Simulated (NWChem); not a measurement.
Molecule: CH₄FNSi₂; SMILES N1[Si@@H]([SiH2]C=1)F

```xyz
9

F     -0.5180    -2.0717    -0.5419
Si    -0.0305    -0.8417     0.3993
N      1.4810    -0.0734    -0.1703
C      1.1246     1.1595    -0.2835
Si    -0.7811     1.3302    -0.0176
H      0.1131    -1.3962     1.7732
H      1.8826     1.9299    -0.5271
H     -1.2760     2.2890     1.0199
H     -1.5154     1.5763    -1.2967
```
Atoms are numbered in this order, from 1.

STO-3G and 3-21G are far too small for this property and stand as cheap habits. The geometry was optimised at PBE0/def2-SVP.

Problem. Give the principal values of the shielding tensors (ppm) of F1, Si2, N3, C4, Si5 from Hartree-Fock/STO-3G, GIAO (NWChem), with their diamagnetic and paramagnetic parts as GIAO splits them.

Solution. 
```tsv
atom	σ11	σ22	σ33	isotropic	diamagnetic	paramagnetic
F1	409.6	584.3	686.9	560.2	456.8	103.5
Si2	465.8	544.3	590.3	533.5	867.5	-334.0
N3	-610.3	-35.4	287.5	-119.4	316.4	-435.8
C4	-85.8	105.5	178.4	66.0	256.6	-190.6
Si5	440.8	555.8	699.3	565.3	869.3	-304.0
```
